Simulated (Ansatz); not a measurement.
**From SnH3 to Sn(OH)3: predicting a member**

Gas-phase molecules. On one Sn centre, n of the H ligands are replaced by OH. The HOMO–LUMO gap y in eV at wB97X-V/def2-TZVPP. Shapes: PBE0-D4/def2-TZVP. Flexible molecules stand in one conformer, not always the lowest. Programs: Ansatz 0.2.0.

| molecule | n | y (eV) |
| --- | --- | --- |
| SnH3 | 0 | 7.00 |
| SnH2(OH) | 1 | ? |
| SnH(OH)2 | 2 | 6.98 |
| Sn(OH)3 | 3 | 7.04 |

Question: Fit y = c + s·n to the known rows and predict SnH2(OH).

Answer: 
1. Means of the 3 rows: n = 1.66667, y = 7.007.
2. Σ(Δn)² = 4.6667, Σ(Δn·Δy) = 0.046667, so the slope is 0.046667/4.6667 = 0.01.
3. Intercept: 7.007 − (0.01) × 1.66667 = 6.990. The largest residual of the fit is 0.030.
4. SnH2(OH): 6.990 + (0.01) × 1 = 7.00 eV.

The run gave 6.97 eV, so the prediction is off by +0.03 eV, within the largest residual. The step per swap drifts from -0.03 to +0.06 eV. Other levels give for SnH2(OH): SPW92/def2-TZVPP 0.77; PBE-D4/def2-TZVPP 1.04; PBE0-D4/def2-TZVPP 3.01 eV. Orbital gaps aren't excitation energies, and the LUMO depends on the basis. Open shells run unrestricted. For atoms past krypton def2 sets carry core potentials with scalar relativity. The series isn't monotonic at this level.
